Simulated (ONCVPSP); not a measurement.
What the settings do to the ONCV potential of zinc (Zn)

Base potential:

| Item | Value |
| --- | --- |
| Element | Zn (Z = 30) |
| Generator | ONCVPSP 4.0.1 |
| Type | optimised norm-conserving Vanderbilt (ONCV) |
| Functional | LDA (Perdew-Wang 92) |
| Relativity | fully relativistic |
| Frozen core | [Ne] |
| Valence charge | 20 |
| Reference configuration | 3s2 3p6 3d9 (charge +3) |
| Partial waves | 3s: rc 0.85 bohr, ncon 5, nbas 9, qcut 11.2 1/bohr, 2 projectors, debl 0.7 Ha; 3p: rc 0.65 bohr, ncon 4, nbas 9, qcut 12.9 1/bohr, 2 projectors, debl 3.4 Ha; 3d: rc 1.45 bohr, ncon 3, nbas 7, qcut 11.8 1/bohr, 2 projectors, debl 1.9 Ha |
| Local potential | polynomial inside 0.65 bohr (lpopt 3, dvloc0 0 Ha) |
| Core correction | polynomial model core, fcfact 0.55 |

Open shells are filled in proportion to 2j + 1.

In the s channel the program set the typed energies aside and used -6.265, 0.250 Ha. In the p channel the program set the typed energies aside and used -4.555, 0.250 Ha (j = l + 1/2; the other j can differ).

Cutoffs, loose and tight: the cutoffs (Ha) at which the residual kinetic energy of the hardest occupied pseudo-wave falls to 1 and 0.1 mHa per electron. They do not see the model core or the augmentation charge, which bear on the density cutoff. Test errors are all-electron minus pseudo excitation energies from the reference, over the configurations 3s2 3p6 3d10 4s2; 3s2 3p6 3d10 4s1; 3s2 3p6 3d10; 3s2 3p6 3d10 4s1.5. A dash means not determined; rows that change the core or the reference have their own tests.

1 further variants are left out, since the program set their typed debl aside.

| change | outcome | cutoff, loose | cutoff, tight | bound ghosts | GHOST(+) flags above zero | largest test error (meV) |
| --- | --- | --- | --- | --- | --- | --- |
| base | generated, projector energies reset by the program | 105 Ha | 547 Ha | none | s | +86 |
| local potential polynomial inside 0.65 bohr (lpopt 3, dvloc0 4.5 Ha) | generated, projector energies reset by the program | 105 Ha | 547 Ha | none | none | +86 |
| functional LDA (Perdew-Zunger) | generated, projector energies reset by the program | 105 Ha | 547 Ha | none | s | +86 |

Task: What comes out with this change to the base: s: rc 0.58; local potential polynomial inside 0.58 bohr (lpopt 3, dvloc0 0 Ha)?

Result: outcome: generated, projector energies reset by the program; cutoff, loose: 383 Ha; cutoff, tight: 665 Ha; bound ghosts: none; GHOST(+) flags above zero: s; largest test error (meV): +86.

Task: What comes out with this change to the base: p: rc 0.9?

Result: outcome: generated, projector energies reset by the program; cutoff, loose: 105 Ha; cutoff, tight: 293 Ha; bound ghosts: none; GHOST(+) flags above zero: s; largest test error (meV): +86.
